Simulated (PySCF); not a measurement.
Choosing a molecule for a target property.

Each SMILES stands for a single optimised conformer of the isolated species, non-relativistic unless stated. Electronic properties by PySCF.

Dipoles, sizes and rotational constants follow the conformer. The torsions of the flexible species, by atom-mapped SMILES:
- `[CH3:1][O:2][C:3]1=[CH:4][CH:5]=[CH:6][CH2:7][CH2:8]1`: C1–O2–C3–C4 1°
- `[CH2:1]=[C:2]([CH2:3][Cl:4])[C:5]([CH3:6])=[O:7]`: C1–C2–C3–Cl4 0°, C1–C2–C5–C6 0°
- `[CH3:1][CH2:2][C@@H:3]([CH3:4])[O:5][CH:6]=[O:7]`: C1–C2–C3–C4 175°, C2–C3–O5–C6 150°, C3–O5–C6–O7 0°
- `[CH3:1][CH2:2][CH2:3]/[CH:4]=[CH:5]\[Cl:6]`: C1–C2–C3–C4 -65°, C2–C3–C4–C5 121°

Problem. Wanted: electronic spatial extent ⟨r²⟩ about the centre of nuclear charge above 900 bohr² (PBE0/def2-SVPD) and HOMO energy above -6 eV (PBE0/def2-SVPD), at GFN2-xTB geometries. Which candidate meets both?
A. `C=C(CCl)C(C)=O`
B. `C1=C(OC)CCC=C1`
C. `CC[C@@H](C)OC=O`
D. `CCC/C=C\Cl`

Solution. B. Computed values:
```csv
species,electronic spatial extent ⟨r²⟩ about the centre of nuclear charge,HOMO energy
CC[C@@H](C)OC=O,885 bohr²,-8.25 eV
CCC/C=C\Cl,930 bohr²,-7.22 eV
C1=C(OC)CCC=C1,1034 bohr²,-5.67 eV
C=C(CCl)C(C)=O,1139 bohr²,-7.72 eV
```

Problem. Wanted: dipole moment above 2.6 D (PBE0/def2-SVPD) and lowest singlet excitation below 6.3 eV (TDDFT PBE0/def2-SVPD), at GFN2-xTB geometries. Which candidate meets both?
A. `C=C(CCl)C(C)=O`
B. `CC[C@@H](C)OC=O`
C. `CCC/C=C\Cl`
D. `C1=C(OC)CCC=C1`

Solution. A. Computed values:
| species | dipole moment | lowest singlet excitation |
| --- | --- | --- |
| C1=C(OC)CCC=C1 | 0.85 D | 4.69 eV |
| CCC/C=C\Cl | 1.69 D | 6.58 eV |
| CC[C@@H](C)OC=O | 2.37 D | 5.96 eV |
| C=C(CCl)C(C)=O | 2.82 D | 3.81 eV |
